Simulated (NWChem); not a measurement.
Everything below was run with NWChem. System: trisilane (H$_{8}$Si$_{3}$), charge 0, spin multiplicity 1, at a geometry optimised with B3LYP/def2-SVP. Level: CIS/6-31+G* (spherical d).

Input file:

```
start mol
memory heap 200 mb stack 900 mb global 1100 mb
geometry units angstroms nocenter noautoz
  Si     0.088364    -1.951343     0.423011
  Si     0.000000     0.000000    -0.899493
  Si    -0.088364     1.951343     0.423011
  H      0.137076    -3.172074    -0.435181
  H      1.303873    -1.926615     1.289921
  H     -1.117854    -2.030190     1.299620
  H     -1.207788    -0.054514    -1.780065
  H      1.207788     0.054514    -1.780065
  H      1.117854     2.030190     1.299620
  H     -1.303873     1.926615     1.289921
  H     -0.137076     3.172074    -0.435181
  symmetry group C2
end
basis spherical
  * library 6-31+g*
end
dft
  xc hfexch
  semidirect memsize 60000000 filesize 0
  iterations 100
end
tddft
  cis
  nroots 6
  notriplet
  thresh 1e-4
end
task tddft energy
```

NWChem printed:

```
             Northwest Computational Chemistry Package (NWChem) 7.3.0
             --------------------------------------------------------

                                NWChem Input Module
                                -------------------

 Scaling coordinates for geometry "geometry" by  1.889725989
 (inverse scale =  0.529177249)

 Turning off AUTOSYM since
 SYMMETRY directive was detected!

                             Geometry "geometry" -> ""
                             -------------------------

 Output coordinates in angstroms (scale by  1.889725989 to convert to a.u.)

  No.       Tag          Charge          X              Y              Z
 ---- ---------------- ---------- -------------- -------------- --------------
    1 Si                  14.0000     0.08836400    -1.95134300     0.42301100
    2 Si                  14.0000     0.00000000     0.00000000    -0.89949300
    3 Si                  14.0000    -0.08836400     1.95134300     0.42301100
    4 H                    1.0000     0.13707600    -3.17207400    -0.43518100
    5 H                    1.0000     1.30387300    -1.92661500     1.28992100
    6 H                    1.0000    -1.11785400    -2.03019000     1.29962000
    7 H                    1.0000    -1.20778800    -0.05451400    -1.78006500
    8 H                    1.0000     1.20778800     0.05451400    -1.78006500
    9 H                    1.0000     1.11785400     2.03019000     1.29962000
   10 H                    1.0000    -1.30387300     1.92661500     1.28992100
   11 H                    1.0000    -0.13707600     3.17207400    -0.43518100

 Effective nuclear repulsion energy (a.u.)     191.3856188051

            Nuclear Dipole moment (a.u.)
            ----------------------------
        X                 Y               Z
 ---------------- ---------------- ----------------
     0.0000000000     0.0000000000    -0.0000075589

      Symmetry information
      --------------------

 Group name             C2
 Group number              4
 Group order               2
 No. of unique centers     6

      Symmetry unique atoms

     1    2    4    5    6    7


 Summary of "ao basis" -> "" (spherical)
 ------------------------------------------------------------------------------
       Tag                 Description            Shells   Functions and Types
 ---------------- ------------------------------  ------  ---------------------
 *                          6-31+g*                   on all atoms

  xc_inp: hfexch multiplicative factor not found.

                                 NWChem DFT Module
                                 -----------------

 Summary of "ao basis" -> "ao basis" (spherical)
 ------------------------------------------------------------------------------
       Tag                 Description            Shells   Functions and Types
 ---------------- ------------------------------  ------  ---------------------
 Si                         6-31+g*                 10       22   5s4p1d
 H                          6-31+g*                  2        2   2s

 Summary of "ao basis" -> "ao basis" (spherical)
 ------------------------------------------------------------------------------
       Tag                 Description            Shells   Functions and Types
 ---------------- ------------------------------  ------  ---------------------
 Si                         6-31+g*                 10       22   5s4p1d
 H                          6-31+g*                  2        2   2s
[...]
          sigma_h =   2.0351 Angstrom
         |d_h->e| =   0.5455 Angstrom
            d_exc =   3.6662 Angstrom
            d_CD1 =   1.7914 Angstrom
            d_CD2 =  -2.1125 Angstrom
            d_CD3 =   4.2117 Angstrom
     Pearson C.C. =   0.1320

     Occ.   24  a   ---  Virt.   27  b       -0.11326
     Occ.   24  a   ---  Virt.   31  b        0.15819
     Occ.   24  a   ---  Virt.   35  b       -0.10334
     Occ.   25  b   ---  Virt.   26  a        0.21426
     Occ.   25  b   ---  Virt.   28  a        0.78685
     Occ.   25  b   ---  Virt.   30  a        0.05479
     Occ.   25  b   ---  Virt.   32  a       -0.31259
     Occ.   25  b   ---  Virt.   36  a       -0.31700
     Occ.   25  b   ---  Virt.   42  a       -0.21819
     Occ.   25  b   ---  Virt.   49  a        0.05821
  ----------------------------------------------------------------------------
  Root   4 singlet a              0.303390000 a.u.                8.2557 eV
  ----------------------------------------------------------------------------
     Transition Moments    X -0.00000   Y  0.00000   Z -0.81131
     Transition Moments   XX -0.90561  XY  0.19175  XZ -0.00000
     Transition Moments   YY -5.06239  YZ  0.00000  ZZ  0.18262
     Dipole Oscillator Strength                    0.1331316353
     Electric Quadrupole                           0.0000011449
     Magnetic Dipole                               0.0000000000
     Total Oscillator Strength                     0.1331327802

          sigma_e =   3.4653 Angstrom
          sigma_h =   2.0729 Angstrom
         |d_h->e| =   0.6115 Angstrom
            d_exc =   3.7418 Angstrom
            d_CD1 =   2.0039 Angstrom
            d_CD2 =  -2.1576 Angstrom
            d_CD3 =   4.3533 Angstrom
     Pearson C.C. =   0.1864

     Occ.   18  a   ---  Virt.   26  a        0.05377
     Occ.   20  a   ---  Virt.   26  a       -0.06750
     Occ.   20  a   ---  Virt.   28  a       -0.05473
     Occ.   23  b   ---  Virt.   37  b       -0.08558
     Occ.   24  a   ---  Virt.   26  a        0.19523
     Occ.   24  a   ---  Virt.   28  a        0.06801
     Occ.   25  b   ---  Virt.   27  b       -0.77040
     Occ.   25  b   ---  Virt.   31  b        0.38362
     Occ.   25  b   ---  Virt.   35  b       -0.31741
     Occ.   25  b   ---  Virt.   39  b        0.10867
     Occ.   25  b   ---  Virt.   41  b        0.21583
     Occ.   25  b   ---  Virt.   46  b       -0.09697
  ----------------------------------------------------------------------------
  Root   5 singlet b              0.311271045 a.u.                8.4701 eV
  ----------------------------------------------------------------------------
     Transition Moments    X  0.07507   Y -1.58390   Z  0.00000
     Transition Moments   XX  0.00000  XY  0.00000  XZ  0.14057
     Transition Moments   YY  0.00000  YZ -3.28427  ZZ  0.00000
     Dipole Oscillator Strength                    0.5217656620
     Electric Quadrupole                           0.0000017355
     Magnetic Dipole                               0.0000027625
     Total Oscillator Strength                     0.5217701600

          sigma_e =   3.5784 Angstrom
          sigma_h =   2.0600 Angstrom
         |d_h->e| =   0.5575 Angstrom
            d_exc =   3.6858 Angstrom
            d_CD1 =   2.0760 Angstrom
            d_CD2 =  -2.2617 Angstrom
            d_CD3 =   4.2433 Angstrom
     Pearson C.C. =   0.2560

     Occ.   21  b   ---  Virt.   26  a        0.05472
     Occ.   22  a   ---  Virt.   29  b       -0.06999
     Occ.   24  a   ---  Virt.   27  b       -0.40581
     Occ.   24  a   ---  Virt.   31  b        0.06572
     Occ.   24  a   ---  Virt.   35  b       -0.22069
     Occ.   24  a   ---  Virt.   39  b        0.10012
     Occ.   24  a   ---  Virt.   41  b        0.22770
     Occ.   24  a   ---  Virt.   46  b       -0.05114
     Occ.   25  b   ---  Virt.   26  a        0.46325
     Occ.   25  b   ---  Virt.   28  a       -0.38843
     Occ.   25  b   ---  Virt.   30  a       -0.08187
     Occ.   25  b   ---  Virt.   32  a       -0.26374
     Occ.   25  b   ---  Virt.   36  a       -0.33210
     Occ.   25  b   ---  Virt.   38  a        0.10768
     Occ.   25  b   ---  Virt.   42  a        0.32837
     Occ.   25  b   ---  Virt.   47  a       -0.08242
  ----------------------------------------------------------------------------
  Root   6 singlet a              0.319625403 a.u.                8.6975 eV
  ----------------------------------------------------------------------------
     Transition Moments    X  0.00000   Y  0.00000   Z -0.41651
     Transition Moments   XX  1.91555  XY  0.16103  XZ  0.00000
     Transition Moments   YY -1.70896  YZ  0.00000  ZZ  1.77335
     Dipole Oscillator Strength                    0.0369659022
     Electric Quadrupole                           0.0000007372
     Magnetic Dipole                               0.0000000000
     Total Oscillator Strength                     0.0369666394

          sigma_e =   2.7906 Angstrom
          sigma_h =   2.0357 Angstrom
         |d_h->e| =   0.2654 Angstrom
            d_exc =   3.1850 Angstrom
            d_CD1 =   1.0202 Angstrom
            d_CD2 =  -2.1478 Angstrom
            d_CD3 =   3.4504 Angstrom
     Pearson C.C. =   0.1635

     Occ.   20  a   ---  Virt.   38  a       -0.07243
     Occ.   20  a   ---  Virt.   42  a        0.05130
     Occ.   21  b   ---  Virt.   41  b        0.07457
     Occ.   22  a   ---  Virt.   40  a        0.05314
     Occ.   23  b   ---  Virt.   37  b       -0.10305
     Occ.   24  a   ---  Virt.   26  a       -0.58803
     Occ.   24  a   ---  Virt.   28  a       -0.29744
     Occ.   24  a   ---  Virt.   30  a       -0.07641
     Occ.   24  a   ---  Virt.   32  a        0.34810
     Occ.   24  a   ---  Virt.   36  a       -0.45897
     Occ.   24  a   ---  Virt.   38  a        0.32347
     Occ.   24  a   ---  Virt.   42  a        0.06297
     Occ.   24  a   ---  Virt.   45  a       -0.06723
     Occ.   25  b   ---  Virt.   27  b       -0.06216
     Occ.   25  b   ---  Virt.   35  b       -0.13143
     Occ.   25  b   ---  Virt.   41  b        0.15059
     Occ.   25  b   ---  Virt.   44  b       -0.09158

              Target root =      1
          Target symmetry = none
      Ground state energy =   -871.385285444005
        Excitation energy =      0.285066882039
     Excited state energy =   -871.100218561966

  stored tddft:energy   -871.10021856196579

 Task  times  cpu:       27.0s     wall:       27.0s

 Total times  cpu:       27.0s     wall:       27.0s
```
